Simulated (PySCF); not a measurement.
PySCF input for H2S2, SMILES SS (connectivity only; charge and spin as stated), charge +1, multiplicity 2, TDA-LC-ωPBE/def2-TZVPD. The structure is a stationary point at PBE0-D3(BJ)/def2-TZVP. The multiplicity is an assumed one; other spin states were not compared.

```python
import numpy as np
from pyscf import gto, scf, dft, tdscf

mol = gto.M(
    atom='''
    S     0.09495095   -0.98769697    0.00000000
    S    -0.09495095    0.98769697    0.00000000
    H    -1.24240342   -1.20775931    0.00000000
    H     1.24240342    1.20775931    0.00000000
    ''',
    basis='def2-TZVPD',
    charge=1,
    spin=1,
    max_memory=1600,
    verbose=4,
)
mf = dft.UKS(mol, xc='lc_wpbe').density_fit(auxbasis='def2-universal-jkfit')
mf.grids.level = 3
mf.conv_tol = 1e-9
mf.max_cycle = 100
mf.kernel()
fine, coarse = mf.grids, dft.Grids(mol).set(level=1).build(with_non0tab=True)
for _ in range(3):  # follow internal instabilities
    mf.grids = coarse
    mo, _, stable, _ = mf.stability(return_status=True, nroots=4)
    mf.grids = fine
    if stable:
        break
    mf.kernel(mf.make_rdm1(mo, mf.mo_occ))
mf.grids = dft.Grids(mol).set(level=1).build(with_non0tab=True)  # coarser grid for the response kernel
td = tdscf.TDA(mf)
td.nstates = 10
td.conv_tol = 1e-4
td.kernel(x0=td.get_init_guess(mf, 15))
td.analyze()
```

Log of the run:

```
PySCF version 2.14.0

[INPUT] verbose = 4
[INPUT] num. atoms = 4
[INPUT] num. electrons = 33
[INPUT] charge = 1
[INPUT] spin (= nelec alpha-beta = 2S) = 1
[INPUT] symmetry False subgroup None
[INPUT] Mole.unit = angstrom
[INPUT] Symbol           X                Y                Z      unit          X                Y                Z       unit  Magmom
[INPUT]  1 S      0.094950950000  -0.987696970000   0.000000000000 AA    0.179431290767  -1.866476767363   0.000000000000 Bohr   0.0
[INPUT]  2 S     -0.094950950000   0.987696970000   0.000000000000 AA   -0.179431290767   1.866476767363   0.000000000000 Bohr   0.0
[INPUT]  3 H     -1.242403420000  -1.207759310000   0.000000000000 AA   -2.347802200023  -2.282334320294   0.000000000000 Bohr   0.0
[INPUT]  4 H      1.242403420000   1.207759310000   0.000000000000 AA    2.347802200023   2.282334320294   0.000000000000 Bohr   0.0

nuclear repulsion = 87.7461691350017
number of shells = 42
number of NR pGTOs = 166
number of NR cGTOs = 110
basis = def2-TZVPD
ecp = {}


[settings echo left out]
init E= -797.453961646722
  alpha nocc = 17  HOMO = -0.248533143993658  LUMO = -0.0398456729638781
  beta  nocc = 16  HOMO = -0.400009774085763  LUMO = -0.248533143993665

WARN: HOMO -0.248533143993658 >= LUMO -0.248533143993665

cycle= 1 E= -796.995853676726  delta_E= 0.458  |g|= 0.277  |ddm|=  1.1
  alpha nocc = 17  HOMO = -0.67606353394449  LUMO = -0.24387767863972
  beta  nocc = 16  HOMO = -0.753551827608996  LUMO = -0.381607188014712
  HOMO = -0.676063533944  LUMO = -0.381607188015  gap/eV = 8.01257
cycle= 2 E= -797.041932888415  delta_E= -0.0461  |g|= 0.146  |ddm|= 0.345
  alpha nocc = 17  HOMO = -0.630283721614145  LUMO = -0.193902843476732
  beta  nocc = 16  HOMO = -0.692888149333314  LUMO = -0.328438023272454
  HOMO = -0.630283721614  LUMO = -0.328438023272  gap/eV = 8.21364
cycle= 3 E= -797.049354645678  delta_E= -0.00742  |g|= 0.0201  |ddm|= 0.137
  alpha nocc = 17  HOMO = -0.625964245176192  LUMO = -0.186072336287502
  beta  nocc = 16  HOMO = -0.6870969557826  LUMO = -0.318226593618824
  HOMO = -0.625964245176  LUMO = -0.318226593619  gap/eV = 8.37397
cycle= 4 E= -797.049766810102  delta_E= -0.000412  |g|= 0.00639  |ddm|= 0.034
  alpha nocc = 17  HOMO = -0.626740357065845  LUMO = -0.185614969821088
  beta  nocc = 16  HOMO = -0.686612510731088  LUMO = -0.316712844558662
  HOMO = -0.626740357066  LUMO = -0.316712844559  gap/eV = 8.43628
cycle= 5 E= -797.049821290879  delta_E= -5.45e-05  |g|= 0.00208  |ddm|= 0.00888
  alpha nocc = 17  HOMO = -0.627429934248344  LUMO = -0.185928903326751
  beta  nocc = 16  HOMO = -0.6870822959505  LUMO = -0.316512801673547
  HOMO = -0.627429934248  LUMO = -0.316512801674  gap/eV = 8.46049
cycle= 6 E= -797.049827950043  delta_E= -6.66e-06  |g|= 0.000559  |ddm|= 0.00345
  alpha nocc = 17  HOMO = -0.627505598037047  LUMO = -0.185915035902863
  beta  nocc = 16  HOMO = -0.687061429251827  LUMO = -0.316388028626591
  HOMO = -0.627505598037  LUMO = -0.316388028627  gap/eV = 8.46594
cycle= 7 E= -797.049828432595  delta_E= -4.83e-07  |g|= 0.000164  |ddm|= 0.000973
  alpha nocc = 17  HOMO = -0.627536348672393  LUMO = -0.18592697399091
  beta  nocc = 16  HOMO = -0.687102475299948  LUMO = -0.316386385982373
  HOMO = -0.627536348672  LUMO = -0.316386385982  gap/eV = 8.46682
cycle= 8 E= -797.049828476264  delta_E= -4.37e-08  |g|= 5.05e-05  |ddm|= 0.000275
  alpha nocc = 17  HOMO = -0.627534569022924  LUMO = -0.185922504556448
  beta  nocc = 16  HOMO = -0.687103508542723  LUMO = -0.316383413306216
  HOMO = -0.627534569023  LUMO = -0.316383413306  gap/eV = 8.46685
cycle= 9 E= -797.049828482123  delta_E= -5.86e-09  |g|= 1.7e-05  |ddm|= 0.000111
  alpha nocc = 17  HOMO = -0.627531568194243  LUMO = -0.185918263045401
  beta  nocc = 16  HOMO = -0.687101893341211  LUMO = -0.316381480508607
  HOMO = -0.627531568194  LUMO = -0.316381480509  gap/eV = 8.46683
cycle= 10 E= -797.049828482923  delta_E= -8e-10  |g|= 6.21e-06  |ddm|= 4.44e-05
  alpha nocc = 17  HOMO = -0.627532811826452  LUMO = -0.185919302763775
  beta  nocc = 16  HOMO = -0.687102932365203  LUMO = -0.31638268825813
  HOMO = -0.627532811826  LUMO = -0.316382688258  gap/eV = 8.46683
Extra cycle  E= -797.049828482998  delta_E= -7.51e-11  |g|= 3.71e-06  |ddm|= 1.02e-05
converged SCF energy = -797.049828482998  <S^2> = 0.76178013  2S+1 = 2.0117456
tot grids = 17576
uhf_internal: lowest eigs of H = [0.19447211 0.23122059 0.32387757 0.35430988]
<class 'pyscf.df.df_jk.DFUKS'> wavefunction is stable in the internal stability analysis
tot grids = 17576


******** <class 'pyscf.tdscf.uks.TDA'> for <class 'pyscf.df.df_jk.DFUKS'> ********
nstates = 10
deg_eia_thresh = 1.000e-03
wfnsym = None
conv_tol = 0.0001
eigh lindep = 1e-12
eigh level_shift = 0
eigh max_cycle = 100


Excitation energies (eV)
[3.62806434 3.65419267 4.61938424 5.96676497 6.32105711 6.39536031
 6.44641662 6.7013103  7.1826956  7.92559423]

** Excitation energies and oscillator strengths **
Excited State   1:      3.62806 eV    341.74 nm  f=0.0699
      14a ->   18a     -0.11724
      16a ->   18a     -0.12439
      15b ->   18b     -0.12092
      16b ->   17b      0.95942
Excited State   2:      3.65419 eV    339.29 nm  f=0.0000
      15b ->   17b     -0.99063
Excited State   3:      4.61938 eV    268.40 nm  f=0.0001
      17a ->   18a     -0.98057
Excited State   4:      5.96676 eV    207.79 nm  f=0.0000
      15a ->   18a     -0.24976
      17a ->   19a      0.52650
      14b ->   17b      0.71932
      16b ->   18b      0.31646
Excited State   5:      6.32106 eV    196.14 nm  f=0.0000
      15a ->   18a     -0.10353
      17a ->   19a     -0.38710
      14b ->   17b     -0.12618
      16b ->   18b      0.88055
      16b ->   24b     -0.10238
Excited State   6:      6.39536 eV    193.87 nm  f=0.0000
      15a ->   18a     -0.17044
      17a ->   19a      0.66263
      17a ->   31a      0.10021
      14b ->   17b     -0.66872
      16b ->   18b      0.19719
Excited State   7:      6.44642 eV    192.33 nm  f=0.0001
      16a ->   18a      0.65553
      15b ->   18b     -0.70329
Excited State   8:      6.70131 eV    185.01 nm  f=0.0046
      17a ->   20a     -0.20500
      13b ->   17b     -0.96007
Excited State   9:      7.18270 eV    172.62 nm  f=0.0014
      15a ->   19a      0.22415
      17a ->   20a      0.84208
      17a ->   24a     -0.26519
      13b ->   17b     -0.22589
      16b ->   19b     -0.25067
Excited State  10:      7.92559 eV    156.44 nm  f=0.0000
      13a ->   18a     -0.22961
      13a ->   20a      0.15245
      16a ->   19a      0.56016
      16a ->   21a     -0.12130
      13b ->   18b      0.25824
      13b ->   20b     -0.14401
      15b ->   19b     -0.64524
      15b ->   21b      0.14320
      15b ->   31b     -0.10493

** Transition electric dipole moments (AU) **
state          X           Y           Z        Dip. S.      Osc.
  1        -0.0009     -0.8866      0.0000      0.7861      0.0699
  2         0.0000     -0.0000     -0.0000      0.0000      0.0000
  3         0.0000     -0.0000     -0.0263      0.0007      0.0001
  4        -0.0000     -0.0000     -0.0000      0.0000      0.0000
  5        -0.0000     -0.0000      0.0000      0.0000      0.0000
  6        -0.0000      0.0000      0.0000      0.0000      0.0000
  7         0.0091      0.0199     -0.0000      0.0005      0.0001
  8        -0.0000     -0.0000     -0.1669      0.0279      0.0046
  9        -0.0000      0.0000     -0.0907      0.0082      0.0014
 10        -0.0000      0.0000     -0.0000      0.0000      0.0000

** Transition velocity dipole moments (imaginary part, AU) **
state          X           Y           Z        Dip. S.      Osc.
  1        -0.0319      0.0352      0.0000      0.0023      0.0113
  2        -0.0000      0.0000      0.0000      0.0000      0.0000
  3         0.0000     -0.0000     -0.0627      0.0039      0.0155
  4        -0.0000      0.0000      0.0000      0.0000      0.0000
  5        -0.0000     -0.0000      0.0000      0.0000      0.0000
  6        -0.0000      0.0000     -0.0000      0.0000      0.0000
  7        -0.0036     -0.0021     -0.0000      0.0000      0.0000
  8        -0.0000     -0.0000      0.0092      0.0001      0.0002
  9        -0.0000      0.0000      0.0704      0.0050      0.0125
 10        -0.0000      0.0000     -0.0000      0.0000      0.0000

** Transition magnetic dipole moments (imaginary part, AU) **
state          X           Y           Z
  1        -0.0000     -0.0000     -0.0000
  2         0.6371      0.7402      0.0000
  3        -0.0000     -0.0000     -0.0000
  4        -0.8328      0.6209     -0.0000
  5         0.3346     -0.2764     -0.0000
  6         0.3942     -0.1466     -0.0000
  7        -0.0000      0.0000     -0.0000
  8         0.0000     -0.0000      0.0000
  9         0.0000     -0.0000     -0.0000
 10         0.0000      0.0000     -0.0671
```

The run converged.

Cost: very roughly 40 core-seconds.
